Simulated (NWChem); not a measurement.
System: BNH$_{2}$Cl$_{2}$; SMILES ClB(N)Cl

The following NWChem deck was run.

```
start job
memory heap 200 mb stack 900 mb global 1100 mb
geometry units angstroms noautoz
  B      0.000000     0.000000    -0.333253
  Cl     1.535415     0.000000     0.559285
  Cl    -1.535415     0.000000     0.559285
  N      0.000000     0.000000    -1.730568
  H     -0.861000     0.000000    -2.276915
  H      0.861000     0.000000    -2.276915
end
basis spherical
  * library 6-31+g*
end
dft
  xc hfexch
  iterations 150
end
tddft
  cis
  nroots 6
  notriplet
end
task tddft energy
```

The geometry was optimised at PBE-D3(BJ)/def2-SVP.

Vertical excitations in the gas phase.

Task: What results follow from this input? (Hartree-Fock/6-31+G* (spherical d), CIS.) Quantities: lowest excitation, singlet (eV); oscillator strength of that lowest state; lowest state with f > 0.02, singlet (eV); orbital gap (eV).

Result: 
```yaml
lowest excitation, singlet (eV): 8.19
oscillator_strength_of_that_lowest_state: 0.015
lowest state with f > 0.02, singlet (eV): 9.23
orbital gap (eV): 13.25
```
